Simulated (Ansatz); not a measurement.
Z-matrix (Å, degrees):
```
B
S 1 2.099
Si 1 1.930 2 68.2
H 1 1.195 2 109.7 3 -115.8
H 1 1.196 2 104.4 3 113.6
H 2 1.344 1 99.3 3 87.6
C 3 1.853 1 130.4 2 -91.5
F 3 1.599 1 121.8 2 93.0
H 7 1.093 3 109.5 1 -107.9
H 7 1.092 3 111.4 1 132.4
H 7 1.092 3 110.3 1 10.8
```

Total charge 0; spin multiplicity 1.

Question: List the ωB97M-V/def2-TZVPP orbital energies in eV (Ansatz 0.2.0). (Best estimate.)

Answer: The calculation gave: Occupied: -2427.52, -1808.11, -677.62, -281.65, -221.50, -187.17, -164.60, -164.51, -164.46, -149.07, -103.27, -103.20, -103.08, -36.15, -24.18, -22.91, -18.24, -16.78, -15.53, -15.37, -14.78, -14.41, -14.13, -13.85, -11.98, -11.61, -10.66, -9.31. Lowest empty: 1.35, 1.85, 2.40, 2.67, 2.87, 3.51, 3.86, 4.15.
